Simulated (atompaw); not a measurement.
Cutoff test, Au, PAW (atompaw)

Au (Z = 79), PAW, made with atompaw 4.2.0.5 (LDA (PW92), scalar-relativistic). Core [Kr] 4d10 4f14, reference 5s2 5p6 5d9 6s0 6p0 (charge +2). Waves: 5s (bound): rc 1.35 bohr; 6s (bound, empty): rc 1.95 bohr; 5p (bound): rc 1.40 bohr; 6p (bound, empty): rc 1.95 bohr; 5d (bound): rc 1.25 bohr; 5d channel at -0.95 Ry: rc 1.95 bohr. Local part: troulliermartins scheme with l = 3 at 0 Ry, radius 1.65 bohr. Core correction: smooth core density matched at 1.10 bohr. Augmentation charge: sinc compensation charge, radius 1.70 bohr; PAW radius 1.95 bohr; waves and projectors: custom rrkj gramschmidtortho.

The pseudo-atom Hamiltonian at the reference potential is diagonalised in spherical Bessel functions j_l(qr) that vanish at 20 bohr, with q² up to the cutoff. All-electron valence levels (Ry): 5s -9.5888, 6s -1.7027, 5p -5.9987, 6p -1.0888, 5d -2.0307.

How do the lowest levels (Ry) of each channel move with the cutoff, and are there ghosts?

| cutoff (Ry) | s #1 | s #2 | p #1 | p #2 | p #3 | d #1 | d #2 | f #1 | f #2 | Σ f·Δε (mRy) |
| --- | --- | --- | --- | --- | --- | --- | --- | --- | --- | --- |
| 8 | -6.0946 | -1.6891 | -1.1272 | -0.4328 | -0.2334 | -1.1028 | -0.4284 | -0.2903 | -0.1688 | 44569.0 |
| 15 | -9.1785 | -1.7020 | -4.3107 | -1.0879 | -0.4221 | -1.3755 | -0.4869 | -0.2924 | -0.1708 | 16846.5 |
| 25 | -9.5711 | -1.7027 | -5.8861 | -1.0886 | -0.4222 | -1.7743 | -0.5007 | -0.2932 | -0.1715 | 3019.2 |
| 40 | -9.5882 | -1.7027 | -5.9966 | -1.0888 | -0.4223 | -2.0050 | -0.5013 | -0.2935 | -0.1719 | 245.9 |
| 55 | -9.5885 | -1.7027 | -5.9980 | -1.0888 | -0.4223 | -2.0279 | -0.5018 | -0.2936 | -0.1720 | 30.6 |
| 80 | -9.5887 | -1.7027 | -5.9986 | -1.0888 | -0.4223 | -2.0305 | -0.5019 | -0.2937 | -0.1720 | 2.9 |
| 110 | -9.5888 | -1.7028 | -5.9987 | -1.0888 | -0.4223 | -2.0306 | -0.5019 | -0.2937 | -0.1720 | 1.4 |
| 160 | -9.5888 | -1.7028 | -5.9987 | -1.0888 | -0.4223 | -2.0307 | -0.5019 | -0.2937 | -0.1720 | 0.4 |
| 400 | -9.5888 | -1.7028 | -5.9987 | -1.0888 | -0.4223 | -2.0308 | -0.5019 | -0.2937 | -0.1720 | 0.0 |

Result: no extra level below or beside the all-electron valence levels (s, p, d, f tested); 10 mRy is reached at 70 Ry and 1 mRy at 120 Ry.
